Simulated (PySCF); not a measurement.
# Worked example: refractive index and permittivity of the vapour

Si(H)(F)(vinyl)(OH) (C₂H₅FOSi), SMILES O[SiH](C=C)F.

Geometry optimised at PBE0-D3(BJ)/def2-SVP. This is a generated structure with no PubChem entry under its InChIKey; it may be hypothetical. Other conformers were not sampled.

PBE/def2-TZVP (PySCF) gives a mean static polarisability of 52.1 bohr³ and a dipole moment of 2.22 D. Take an ideal gas at 298.15 K and 0.1 bar, whether or not the substance is that volatile.

**Question.** Work out n − 1 in the optical limit and the static ε − 1.

**Answer.** 
Polarisability volume α' = 52.1 × 0.148185 = 7.72 Å³. Number density N = p/kT = 2.43e-6 Å⁻³.
Dilute limit of Lorentz–Lorenz: n − 1 = 2π N α' = 0.00012.
Orientation term of Debye: μ²/(3kT) = 8.098 Å³ × μ²(D²) = 39.91 Å³.
ε − 1 = 4π N (α' + μ²/3kT) = 0.0015. Orientation of the dipole supplies 84 % of the static response; it can't follow optical fields. Vibrational polarisation and dispersion are left out.
